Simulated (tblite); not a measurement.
C6H5OP.
SMILES: `p1c(oc(C)c1)C#C`

Method: GFN2-xTB as coded in tblite; computed harmonic values from a numerical Hessian at the method's own geometry, unscaled. Errors from tens to a few hundred cm⁻¹ against measured bands are possible.

Harmonic wavenumbers (cm⁻¹): 59.1, 118.2, 126.5, 214.6, 297.0, 333.1, 431.3, 469.9, 485.0, 559.1, 570.6, 628.3, 657.5, 753.0, 789.7, 869.1, 975.8, 999.2, 1027.7, 1108.6, 1173.4, 1265.7, 1297.0, 1395.9, 1458.1, 1463.1, 1542.5, 2230.4, 3005.8, 3019.0, 3065.6, 3138.7, 3396.7.

A = 3286, B = 1373, C = 974.5 MHz; mass 124.008 u (most abundant isotopes); point group Cs, symmetry number 1.

Question: Zero-point energy?

Answer: ½Σν̃ = 19463 cm⁻¹ = 55.65 kcal/mol.

Question: Give the ideal-gas entropy at 200 K and 1 bar in the rigid-rotor, harmonic-oscillator model (classical rotation).

Answer: Translation 38.40, rotation 27.49, vibration 12.83: S = 78.7 cal/(mol K).

Question: And Cp and H(200 K) − H(0)?

Answer: Cp = 23.48 cal/(mol K), of which vibrations give 15.53 (their classical limit is 33 R = 65.6); H(200 K) − H(0) = 3.05 kcal/mol without the zero-point energy, 1.46 from vibrations.

Question: How do the functions run with temperature in this model?

Answer: 
```json
{"T (K)": "100", "S (cal/(mol K))": "65.7", "Cp (cal/(mol K))": "15.2", "H − H(0) (kcal/mol)": "1.12", "G − H(0) (kcal/mol)": "-5.44", "ln q(vib)": "1.01"}
{"T (K)": "300", "S (cal/(mol K))": "89.8", "Cp (cal/(mol K))": "31.4", "H − H(0) (kcal/mol)": "5.80", "G − H(0) (kcal/mol)": "-21.13", "ln q(vib)": "4.66"}
{"T (K)": "500", "S (cal/(mol K))": "108.8", "Cp (cal/(mol K))": "43.4", "H − H(0) (kcal/mol)": "13.37", "G − H(0) (kcal/mol)": "-41.04", "ln q(vib)": "8.48"}
{"T (K)": "800", "S (cal/(mol K))": "131.8", "Cp (cal/(mol K))": "54.0", "H − H(0) (kcal/mol)": "28.14", "G − H(0) (kcal/mol)": "-77.28", "ln q(vib)": "13.91"}
{"T (K)": "1000", "S (cal/(mol K))": "144.3", "Cp (cal/(mol K))": "58.3", "H − H(0) (kcal/mol)": "39.39", "G − H(0) (kcal/mol)": "-104.92", "ln q(vib)": "17.20"}
```

q(vib) and H(0) count from the zero-point level.

Question: Which modes carry the vibrational entropy at 200 K?

Answer: 59.1 cm⁻¹: 3.70; 118.2 cm⁻¹: 2.37; 126.5 cm⁻¹: 2.24; 214.6 cm⁻¹: 1.31; 297.0 cm⁻¹: 0.82; 333.1 cm⁻¹: 0.67 cal/(mol K); the other 27 give 1.72 together.

Question: Blend soft modes into free rotors: weight 1/[1 + (100 cm⁻¹/ν̃)⁴] for the oscillator and the rest for a rotor with moment μB/(μ + B), μ = h/(8π²ν), B = 10⁻⁴⁴ kg m². What vibrational entropy results?

Answer: 12.19 cal/(mol K) in place of 12.83, which changes −T·S at 200 K by +0.13 kcal/mol.

Question: What must be added to the electronic energy to get the Gibbs energy at 200 K and 1 bar?

Answer: ZPE + [H(200 K) − H(0)] − T·S = 55.65 + 3.05 − 15.74 = 42.96 kcal/mol.

Hindered rotation and anharmonicity are outside this model.

The run took 0.39 s wall on one thread, Arm Neoverse V1 (aarch64), on a shared host. This covers the Hessian and the dipole derivatives.
